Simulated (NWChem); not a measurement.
Species: diphosphane (P$_{2}$H$_{4}$); SMILES PP

All runs: NWChem. Pople sets run with spherical d functions. Geometry: optimised at PBE0-D3(BJ)/def2-TZVP. Vertical excitations in the gas phase; the lowest state need not have the same character in each row.

Task: Order these by “lowest excitation, singlet (eV)”, lowest first: B3LYP/6-31G*, TDA; PBE/6-31G*, TDA; LRC-wPBEh/6-31G*, TDA; LDA (Slater exchange, VWN5)/6-31G*, TDA.

Result: LDA (Slater exchange, VWN5)/6-31G*, TDA (5.75), PBE/6-31G*, TDA (5.84), B3LYP/6-31G*, TDA (6.04), LRC-wPBEh/6-31G*, TDA (6.17)
